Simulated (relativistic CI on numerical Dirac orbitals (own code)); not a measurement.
# d2 in a ligand field

Computed with a parametric ligand-field model of a d^n configuration (Racah B and C, spin-orbit zeta, crystal field), exact diagonalisation.

Field parameters in Wybourne normalisation: Oh B⁴₀ = 21Dq, B⁴₄ = √(5/14) B⁴₀; Td as Oh with Dq negative (B⁴₀ = 21Dq, B⁴₄ = √(5/14) B⁴₀). The field is a parameter set, without covalency.

Lowest levels for B = 960, C = 4680, ζ = 550 cm⁻¹, Oh, 10Dq = 30350 cm⁻¹?

E 0 (S 1.00), T2 16 (S 1.00), T1 719 (S 1.00), A1 1059 (S 1.00), T2 15934 (S 0.01), E 16150 (S 0.00), A2 28416 (S 1.00), T2 28577 (S 1.00), T1 28830 (S 1.00) cm⁻¹, with S from ⟨S²⟩ = S(S + 1). The ground level has 0.02 electrons in the cubic e pair.

Lowest levels for B = 330, C = 1270, ζ = 120 cm⁻¹, Oh, 10Dq = 8400 cm⁻¹?

E 0 (S 1.00), T2 3 (S 1.00), T1 160 (S 1.00), A1 237 (S 1.00), T2 4773 (S 0.01), E 4860 (S 0.00), A2 7770 (S 1.00), T2 7805 (S 1.00), T1 7860 (S 1.00) cm⁻¹, with S from ⟨S²⟩ = S(S + 1). The ground level has 0.03 electrons in the cubic e pair.

Lowest levels for B = 480, C = 1970, ζ = 180 cm⁻¹, Oh, 10Dq = 10350 cm⁻¹?

E 0 (S 1.00), T2 6 (S 1.00), T1 246 (S 1.00), A1 364 (S 1.00), T2 7201 (S 0.02), E 7358 (S 0.00), A2 9497 (S 1.00), T2 9560 (S 0.99), T1 9633 (S 1.00) cm⁻¹, with S from ⟨S²⟩ = S(S + 1). The ground level has 0.04 electrons in the cubic e pair.

Lowest levels for B = 1010, C = 5100, ζ = 790 cm⁻¹, Td, 10Dq = -7000 cm⁻¹?

T2 0 (S 1.00), A2 6814 (S 1.00), E 6917 (S 0.99), T2 7027 (S 1.00), T1 7296 (S 1.00), T2 11702 (S 1.00), E 11863 (S 0.99), T1 12745 (S 1.00), A1 13139 (S 1.00) cm⁻¹, with S from ⟨S²⟩ = S(S + 1). The ground level has 1.97 electrons in the cubic e pair.

Lowest levels for B = 440, C = 1560, ζ = 300 cm⁻¹, Oh, 10Dq = 10450 cm⁻¹?

E 0 (S 1.00), T2 15 (S 1.00), T1 416 (S 1.00), A1 609 (S 1.00), T2 6195 (S 0.03), E 6344 (S 0.01), A2 9681 (S 1.00), T2 9784 (S 0.99), T1 9909 (S 1.00) cm⁻¹, with S from ⟨S²⟩ = S(S + 1). The ground level has 0.04 electrons in the cubic e pair.
